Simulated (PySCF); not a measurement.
A structure optimised at B3LYP-D3(BJ)/def2-SVP, used in a PySCF frequency run:

```xyz
10

O      2.8807    -1.2033    -0.4424
C      1.9481    -0.5599    -0.1461
N      0.9978     0.0993     0.1708
Si    -0.4157     1.0317     0.4817
C     -1.9451    -0.0817     0.3470
F     -2.0734    -0.5455    -0.9564
H     -0.3409     1.5845     1.8622
H     -0.5018     2.1276    -0.5176
H     -1.8677    -0.9451     1.0330
H     -2.8573     0.4794     0.6251
```

**Question.** Write its SMILES and formula.

**Answer.** O=C=N[SiH2]CF, C2H4FNOSi

**Question.** What are its rotational constants (standard atomic weights)?

**Answer.** 5.4279, 1.4071, 1.1744 GHz
